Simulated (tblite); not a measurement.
Species: C₆H₁₃PS.
Geometry (GFN2-xTB, Å), atoms numbered from 1 in this order:
```xyz
21
C6H13PS angstrom
C      2.852    0.389    1.338
C      2.405    0.638    0.120
C      1.940   -0.410   -0.829
P      0.116   -0.339   -1.130
S     -0.541   -1.636   -2.401
C     -0.628   -0.402    0.552
C     -2.145   -0.520    0.479
C     -2.764    0.685   -0.214
H      3.173    1.176    1.998
H      2.917   -0.616    1.722
H      2.352    1.656   -0.247
H      2.159   -1.419   -0.465
H      2.408   -0.293   -1.813
H     -0.029    1.007   -1.490
H     -0.320    0.487    1.109
H     -0.199   -1.285    1.042
H     -2.400   -1.423   -0.082
H     -2.548   -0.622    1.489
H     -2.434    0.724   -1.253
H     -2.474    1.609    0.283
H     -3.849    0.614   -0.208
```

Computed with GFN2-xTB (tblite): harmonic, unscaled wavenumbers at the GFN2-xTB geometry, gas phase. The method is semi-empirical: single wavenumbers can be off by several per cent or more. Modes of hydrogen on phosphorus can be 10 to 20 % off. One conformer, not necessarily the lowest.

Harmonic wavenumbers (cm⁻¹): 44.6, 63.0, 69.4, 105.1, 135.8, 141.6, 222.0, 242.5, 267.4, 300.8, 406.5, 419.0, 575.1, 642.4, 694.0, 739.5, 765.2, 803.0, 826.3, 889.5, 895.5, 898.1, 938.5, 948.5, 1014.3, 1018.0, 1045.1, 1054.0, 1113.6, 1156.3, 1181.9, 1187.1, 1225.5, 1268.8, 1286.8, 1337.4, 1399.8, 1409.5, 1415.8, 1422.8, 1477.6, 1491.5, 1499.3, 1704.6, 2202.8, 2916.0, 2919.8, 2934.4, 2947.4, 2966.4, 2977.5, 2998.4, 3021.6, 3044.3, 3051.8, 3100.0, 3131.3.

A = 1724, B = 969.2, C = 691.7 MHz; mass 148.048 u (most abundant isotopes); point group C1, symmetry number 1.

Zero-point energy?

½Σν̃ = 37977 cm⁻¹ = 108.58 kcal/mol.

Give the ideal-gas entropy at 400 K and 1 bar in the rigid-rotor, harmonic-oscillator model (classical rotation).

Translation 42.37, rotation 30.89, vibration 45.97: S = 119.2 cal/(mol K).

And Cp and H(400 K) − H(0)?

Cp = 52.08 cal/(mol K), of which vibrations give 44.13 (their classical limit is 57 R = 113.3); H(400 K) − H(0) = 12.35 kcal/mol without the zero-point energy, 9.17 from vibrations.

Blend soft modes into free rotors: weight 1/[1 + (100 cm⁻¹/ν̃)⁴] for the oscillator and the rest for a rotor with moment μB/(μ + B), μ = h/(8π²ν), B = 10⁻⁴⁴ kg m². What vibrational entropy results?

41.58 cal/(mol K) in place of 45.97, which changes −T·S at 400 K by +1.76 kcal/mol.

Which modes carry the vibrational entropy at 400 K?

44.6 cm⁻¹: 5.63; 63.0 cm⁻¹: 4.94; 69.4 cm⁻¹: 4.75; 105.1 cm⁻¹: 3.93; 135.8 cm⁻¹: 3.43; 141.6 cm⁻¹: 3.35 cal/(mol K); the other 51 give 19.94 together.

How do the functions run with temperature in this model?

| T (K) | S (cal/(mol K)) | Cp (cal/(mol K)) | H − H(0) (kcal/mol) | G − H(0) (kcal/mol) | ln q(vib) |
| --- | --- | --- | --- | --- | --- |
| 100 | 73.7 | 21.4 | 1.47 | -5.90 | 2.38 |
| 200 | 91.4 | 30.7 | 4.08 | -14.21 | 5.65 |
| 300 | 105.8 | 41.3 | 7.67 | -24.08 | 8.68 |
| 500 | 131.9 | 61.4 | 18.04 | -47.91 | 14.46 |
| 800 | 165.5 | 81.2 | 39.70 | -92.67 | 22.65 |
| 1000 | 184.6 | 90.0 | 56.86 | -127.71 | 27.74 |

q(vib) and H(0) count from the zero-point level.

What must be added to the electronic energy to get the Gibbs energy at 400 K and 1 bar?

ZPE + [H(400 K) − H(0)] − T·S = 108.58 + 12.35 − 47.69 = 73.24 kcal/mol.

Hindered rotation and anharmonicity are outside this model. Other conformers, if any are populated, would add a mixing term that is left out. The structure is chiral; the term R ln 2 for an equal mix with its mirror image is left out.
